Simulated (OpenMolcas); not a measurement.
**V2+: moving or changing the point charges**

V2+ among 4 point charges of -1 e arranged as a tetrahedron (Td), 1.77 Å from the ion.

| Property | Result |
| --- | --- |
| Program | OpenMolcas 26.06 |
| Method | CASSCF |
| Basis | ANO-RCC-VDZP [5s4p2d1f] |
| Scalar Hamiltonian | DKH2, point nucleus |
| Active space | 3 electrons in 5 orbitals (3d) |
| State averaging | 2S+1 = 4 even, 10 roots; 2S+1 = 2 even, 40 roots |
| Spin-orbit coupling | state interaction with AMFI integrals over the reference wave functions |

Runs around this geometry, states (labels of Td). Energies in cm-1 above the lowest state or level, χT in cm3 K/mol; under a threefold ground state the first gap can be a small split of the lowest multiplet, not the spin-orbit step; 10Dq and B are least-squares fits to the states below 45000 cm-1, weighted by degeneracy, with a free offset, and given where the rms deviation is under 5 % of |10Dq| (or 100 cm-1) and under 700 cm-1; 10Dq is negative for this site.

```csv
R (Å),q (e),Ground state,First state of that spin,10Dq,B (rms of fit),First gap with spin-orbit (degeneracies),χT at 300 K,First state of another spin
1.77,-0.5,4T1,4T2 1238,-1562,942 (73),"38.2 (4, 2)",1.594,2E 14635
1.6,-1,4T1,4T2 2866,,,"17.2 (4, 2)",1.706,2E 12526
1.77,-1,4T1,4T2 2120,,,"23.5 (4, 2)",1.654,2E 13632
1.97,-1,4T1,4T2 1438,-1779,931 (83),"33.5 (4, 2)",1.611,2E 14425
```

Taking the first state of the same spin as R^-n, n = -ln(1438 / 2866) / ln(1.97 / 1.6) = 3.3 between the shortest and longest distance.

Scaling the charges by -0.5 / -1 = 0.50 scales the first state of the same spin by 1238 / 2120 = 0.58; with fixed orbitals a first-order splitting would follow the charge.

An orbital triplet at a regular site is open to Jahn-Teller coupling, which can distort the site and quench the lowest spin-orbit gaps and is left out. Without dynamic correlation the repulsion within the d shell is too large (B by tens of per cent), so at a given field states of lower spin stand too high. The ground term spreads over less than 5000 cm-1, several times less than with real ligands, so orbital moments are less quenched and χT lies further from the spin-only value than at real sites (holds for R = 1.77, q = -0.5; R = 1.77, q = -1; R = 1.97, q = -1). This is an electrostatic model: the charges have no orbitals. No measured value stands beside these numbers.
